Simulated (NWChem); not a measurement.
System: tert-butylarsine (C4H11As); SMILES CC(C)([AsH2])C

```xyz
16

C      1.4138    -1.3804     0.0000
C     -0.0076    -0.8273     0.0000
C     -0.7551    -1.2823     1.2533
C     -0.7551    -1.2823    -1.2533
As    -0.0322     1.1823     0.0000
H      1.3927    -2.4855     0.0000
H      1.9764    -1.0581    -0.8898
H      1.9764    -1.0581     0.8898
H     -1.7865    -0.8959     1.2785
H     -0.8119    -2.3845     1.2831
H     -0.2472    -0.9534     2.1741
H     -1.7865    -0.8959    -1.2785
H     -0.2472    -0.9534    -2.1741
H     -0.8119    -2.3845    -1.2831
H      1.0157     1.3427    -1.0997
H      1.0157     1.3427     1.0997
```
Atoms are numbered in this order, from 1.

Results from NWChem. Medium grid unless said otherwise, to which SCAN and Minnesota functionals are sensitive. Coordinates come from a PBE0/def2-SVP optimisation. Not confirmed as a minimum by frequencies. Hybrids' shares of exact exchange are those that their runs print; pure functionals count as 0. The functionals differ in more than this share.

| row | share of exact exchange | highest occupied level (eV) |
|---|---|---|
| PBE/def2-SVP | 0.00 | -5.83 |
| TPSS/def2-SVP | 0.00 | -5.95 |
| B3LYP/def2-SVP | 0.20 | withheld |
| PW6B95/def2-SVP | 0.28 | -7.02 |
| MN15/def2-SVP | 0.44 | -7.54 |
| BHandHLYP/def2-SVP | 0.50 | -7.92 |

### Question
Fit a straight line of the last column on the one before it, predict the withheld value, and compare with the run.

### Answer

1. Means of the 5 shown rows: x = 0.244, y = -6.852. Slope Σ(x − x̄)(y − ȳ)/Σ(x − x̄)² = -0.8838/0.2243 = -3.940; intercept -5.891.
2. The shown rows scatter about the line by 0.061 (root mean square); the largest residual is +0.08, at MN15/def2-SVP.
3. At x = 0.20 (B3LYP/def2-SVP; inside the shown range) the line gives -6.68.
4. The run gives -6.73, -0.05 from the line, 0.8 times the scatter.
